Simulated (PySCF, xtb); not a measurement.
ClH3SSi, SMILES S[SiH2]Cl.

GFN2-xTB (xtb) at its own geometry gives an orbital gap of 4.65 eV and a dipole moment of 2.09 D.

The structure is a stationary point at B3LYP-D3(BJ)/def2-TZVP. The values are those of a single conformer.

### Question
What does CAM-B3LYP/def2-TZVPD run with PySCF give? (Estimate from the structure and the level; the computed values follow.)

### Answer
gap 9.61 eV (levels -9.27 and 0.34 eV), dipole 1.16 D.
